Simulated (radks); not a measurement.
Values are calculated unless marked as measured or tabulated.
Ionisation of the strontium ion Sr+, [Kr] 5s1, to [Kr] as the strength of local exchange is varied. Code: a radial shooting solver on a logarithmic mesh with Libxc functionals. Model: Dirac Kohn-Sham, Slater X-alpha exchange (alpha = 2/3 is LDA exchange), no correlation, spin-unpolarised, spherical densities, finite nucleus; Fermi nuclear charge, rms radius 4.224 fm.

alpha  E(Sr+) (hartree)  exchange (hartree)  IE (eV)  -e of the level emptied (eV)  <r> of it (bohr)
0.618       -3165.32158           -90.39497   10.077                 7.461 (5s1/2)             3.990
0.667       -3172.49638           -97.76814   10.328                 7.713 (5s1/2)             3.938
0.695       -3176.60306          -101.99493   10.473                 7.859 (5s1/2)             3.908
0.714       -3179.39255          -104.86873   10.572                 7.959 (5s1/2)             3.889
0.73        -3181.74335          -107.29228   10.656                 8.043 (5s1/2)             3.873
0.78        -3189.10001          -114.88663   10.919                 8.310 (5s1/2)             3.823
0.819       -3194.84913          -120.83202   11.126                 8.521 (5s1/2)             3.786
0.846       -3198.83490          -124.95924   11.271                 8.668 (5s1/2)             3.760

NIST Atomic Spectra Database: 11.030 eV (measured). The Delta-SCF value meets it near alpha = 0.80. Spin polarisation and multiplet splitting are left out, so open shells lie too high by an amount that depends on their filling.

Beside tabulated values, note that spin-unpolarised runs miss the spin-polarisation part of the exchange energy of open shells.
